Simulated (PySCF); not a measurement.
Sc(OH) (HOSc), SMILES [OH][Sc].

Geometry: PBE-D3(BJ)/def2-TZVP. The spin state was assumed, not searched.

Calculation: TDA-PBE0/def2-TZVPD run with PySCF.

Vertical excitations; the highest root listed may be one member of a degenerate set. Isolated molecule, no solvent. State labels are in the subgroup C2v.

| state | symmetry | energy (eV) | λ (nm) | f | main pairs |
|---|---|---|---|---|---|
| S1 | A2 | 0.55 | 2258 | 0.000 | HOMO→LUMO (degenerate set) |
| S2 | A1 | 0.55 | 2257 | 0.000 | HOMO→LUMO+1 (degenerate set) |
| S3 | B1 | 1.25 | 993 | 0.019 | HOMO→LUMO+2, HOMO→LUMO+5 (degenerate set) |
| S4 | B2 | 1.25 | 993 | 0.019 | HOMO→LUMO+3, HOMO→LUMO+6 (degenerate set) |
| S5 | A1 | 2.22 | 558 | 0.174 | HOMO→LUMO+4 97 % |
| S6 | A1 | 3.65 | 340 | 0.121 | HOMO→LUMO+7 98 % |
| S7 | B1 | 3.67 | 337 | 0.659 | HOMO→LUMO+5, HOMO→LUMO+2 (degenerate set) |
| S8 | B2 | 3.67 | 337 | 0.659 | HOMO→LUMO+6, HOMO→LUMO+3 (degenerate set) |
| S9 | A1 | 5.08 | 244 | 0.071 | HOMO→LUMO+8 90 % |
| S10 | B1 | 5.37 | 231 | 0.025 | HOMO→LUMO+9 85 %, HOMO→LUMO+14 13 % |
| T1 | B2 | 0.57 | 2192 | 0 | HOMO→LUMO+3 (degenerate set) |
| T2 | B1 | 0.57 | 2192 | 0 | HOMO→LUMO+2 (degenerate set) |
| T3 | A1 | 0.80 | 1551 | 0 | HOMO→LUMO+4 99 % |
| T4 | B2 | 2.46 | 504 | 0 | HOMO→LUMO+6 93 % |
Triplets are in the Tamm–Dancoff approximation.
